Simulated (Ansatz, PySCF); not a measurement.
System: AsH (charge 0, triplet). SMILES: [AsH]
Geometry: optimised at B3LYP-D3(BJ)/def2-TZVP (Ansatz, a quantum-chemistry and plane-wave program).

Unscaled harmonic wavenumbers (cm⁻¹) in rising order, each level at the stationary point that it reaches from this structure (no distance between atoms moves by over 0.3 Å); the order of modes can differ between levels, and a negative number is imaginary. B3LYP-D3(BJ)/def2-TZVP (PySCF, at the structure above): 2138.

HF/6-31G* with LANL2DZ past Ar (Ansatz): 2095. Zero-point energy 3.0 against 3.1 kcal/mol; where all levels lie over 400 cm⁻¹, the wavenumbers are on average 0.980 times those of B3LYP-D3(BJ)/def2-TZVP.

B3LYP/6-31G* with LANL2DZ past Ar (Ansatz): 2011. Zero-point energy 2.9 against 3.1 kcal/mol; where all levels lie over 400 cm⁻¹, the wavenumbers are on average 0.941 times those of B3LYP-D3(BJ)/def2-TZVP.
